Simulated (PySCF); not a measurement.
BF2, charge +1, multiplicity 1. Atoms are numbered in the order given.

```xyz
3

F      0.0000     0.0000    -1.2264
B      0.0000     0.0000     0.0000
F      0.0000     0.0000     1.2264
```
Charge +1, spin multiplicity 1.

The structure is a stationary point at PBE0-D3(BJ)/def2-TZVP. The multiplicity is an assumed one; other spin states were not compared. The isomer is the one that the SMILES or the coordinates give; other isomers of the formula were not compared.

Method: PBE/def2-TZVPD (PySCF).

The molecule is in vacuum.

Computed frontier levels, gap, dipole moment and polarisability:
```
Quantity                                                         Value
------------------------------------------------  --------------------
highest occupied level                                       -20.56 eV
lowest empty level                                            -9.46 eV
orbital gap                                                   11.10 eV
dipole moment about the centre of nuclear charge             0.000 e·Å
mean static polarisability                        10.9 bohr³ (1.61 Å³)
polarisability, principal values                  8.7, 8.7, 15.2 bohr³
```
